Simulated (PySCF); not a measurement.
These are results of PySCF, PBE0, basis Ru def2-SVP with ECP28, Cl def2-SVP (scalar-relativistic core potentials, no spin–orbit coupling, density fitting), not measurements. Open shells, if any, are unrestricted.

What spin state, shape and geometry does isolated RuCl2 take (every ligand bound to Ru)?

Formally Ru is in oxidation state +2, d6, with 4 unpaired electrons (the high-spin count). The Mulliken spin on Ru is 3.57. The polar-tensor charge on Ru, 1.15, is far below the formal one. The lowest minimum found is a quintet of D∞h symmetry with Ru–Cl 2.255 Å (×2); Cl–Ru–Cl 180.0°. Its harmonic wavenumbers are 63 (πu), 353 (σg+), 431 (σu+) cm⁻¹ and its dipole moment is 0.00 D.

Only a few start shapes were tried, so a lower isomer may exist. With open d or f shells other occupations or spin states may lie lower.
